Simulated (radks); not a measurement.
Numerical settings for neutral silver, [Kr] 4d10 5s1. All-electron calculation, Dirac Kohn-Sham, PBEsol, spin-unpolarised, spherical densities, finite nucleus; Fermi nuclear charge, rms radius 4.5454 fm. Program: a radial shooting solver on a logarithmic mesh with Libxc functionals. The defaults (mesh step 0.008 in ln r, mesh end at 40 bohr or more with all orbitals vanishing there, Anderson mixing 0.5 over 9 steps, residual threshold near 1e-9 with the energy settled to 1e-9 hartree or 1e-11 of itself, here a cap of 79 iterations) give E = -5314.5983 hartree and 5s1/2 at -4.422 eV in 15 iterations. Times are rough (one thread of a shared host). Changes against that run (0 stands for a change within the tolerance of the run):

\begin{tabular}{lrrrrr}
setting & iterations & converged & E (mhartree) & e(5s1/2) (meV) & CPU (s) \\ \hline
mesh step in ln r 0.003 & 15 & yes & 0 & 0 & 0.34 \\
mesh step in ln r 0.03 & 15 & yes & +0.00147 & 0 & 0.05 \\
mesh step in ln r 0.012 & 15 & yes & 0 & 0 & 0.1 \\
mesh end (bohr) 20 & 15 & yes & 0 & 0 & 0.13 \\
mesh end (bohr) 8 & 15 & yes & +2.31 & +148 & 0.12 \\
residual threshold 0.01 & 10 & yes & 0 & +0.695 & 0.11 \\
residual threshold 1e-05 & 12 & yes & 0 & 0 & 0.12 \\
mixing 0.01 & 41 & yes & 0 & 0 & 0.35 \\
linear mixing, mixing 0.8 & 79 & no & +6.95e+03 & -2.32e+04 & 1.4 \\
linear mixing, mixing 0.2 & 79 & no & 0 & 0 & 0.48 \\
mixing history 2 & 27 & yes & 0 & 0 & 0.21 \\
iteration cap 5 & 5 & no & +1.54 & +184 & 0.06 \\
\end{tabular}

Settings that end as converged yet miss the energy by more than 1 mhartree: mesh end (bohr) 8 (+0.00231 hartree). A mesh that ends early acts as a hard wall.
